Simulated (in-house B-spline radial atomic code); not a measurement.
Values are calculated unless marked as measured or tabulated.
**Zn in an electron gas of r_s = 3: phase shifts, screening, friction and resistivity**

A nucleus sits in a uniform electron gas with a rigid positive background. The Kohn-Sham equations are solved self-consistently in the spin-unpolarised LDA (PW92), non-relativistic, on B-splines with outgoing waves at the boundary and partial waves to l = 8. The model has no lattice, no bands and no magnetic solution. Atomic units; δ_l are the phase shifts at the Fermi level, counted so that each bound state adds π, and good to about 0.0005.

The density parameter is r_s = 3 bohr, near that of the valence electrons of Ag (1 per atom, density 10.5 g/cm³, mass 107.87 u, which gives r_s = 3.02).

```json
{"l": "0", "δ_l (rad)": "10.2796"}
{"l": "1", "δ_l (rad)": "7.0078"}
{"l": "2", "δ_l (rad)": "3.1564"}
{"l": "3", "δ_l (rad)": "0.0046"}
{"l": "4", "δ_l (rad)": "0.0008"}
{"l": "5", "δ_l (rad)": "0.0000"}
{"l": "6", "δ_l (rad)": "0.0000"}
{"l": "7", "δ_l (rad)": "0.0000"}
{"l": "8", "δ_l (rad)": "0.0000"}
```

Bound levels below the band bottom (hartree): p -36.38, s -4.311, p -2.76, d -0.1372, s -0.0208 and deeper ones.

**Question.** Check the Friedel sum rule, and say where the screening charge sits.

**Answer.** k_F = (9π/4)^(1/3)/r_s = 0.63972. The rule is Z = (2/π) Σ (2l + 1) δ_l. The terms are s 6.544, p 13.384, d 10.047, f 0.020 and 0.005 beyond, in all 30.000 against Z = 30. Bound states hold 8 s, 12 p, 10 d electrons, so the scattering states carry 0.00 in all; where a term is smaller than its bound count, the bound level has drawn weight out of the band.

**Question.** Find the transport cross section and the electronic stopping of a 10 keV Zn ion (mass 65.38 u).

**Answer.** σ_tr = (4π/k_F²) Σ (l + 1) sin²(δ_l − δ_(l+1)). The terms for l = 0 to 3 are 0.0169, 0.8494, 0.0003, 0.0001, all together 0.8666, so σ_tr = 30.707 × 0.8666 = 26.611 bohr². With n = 3/(4π r_s³) = 0.008842, the friction coefficient is Q = n k_F σ_tr = 0.1505. For v well below v_F = 0.640, dE/dx = Q v; with 24801 eV per u at v = 1, v = √(10000/(24801 × 65.38)) = 0.0785, so dE/dx = 0.01182 hartree/bohr = 6.08 eV/nm. The largest term couples the p and d waves.

**Question.** What residual resistivity would 1 atomic per cent of such centres give in Ag?

**Answer.** Δρ = k_F n_i σ_tr/n in atomic units of 21.74 μΩ·cm. With one host atom per 1 electron, n_i/n = 0.01/1, so Δρ = 0.6397 × 0.01000 × 26.611 × 21.74 = 3.70 μΩ·cm. This is an atom added to the gas, as on an interstitial site.

**Question.** On a substitutional site the background of one host ion, a sphere holding 1 charge, is taken out. The phase shifts for l = 0 to 4 become 10.0844, 6.6445, 3.1111, -0.0029, -0.0001. What follows?

**Answer.** The Friedel sum is now 29.00, for Z − 1 = 29. The sum in σ_tr is 0.3803, so σ_tr = 11.68 bohr² and Δρ = 1.62 μΩ·cm per atomic per cent, 0.44 times the value above. A real host ion scatters too, so this model doesn't give zero even for the host's own atom.
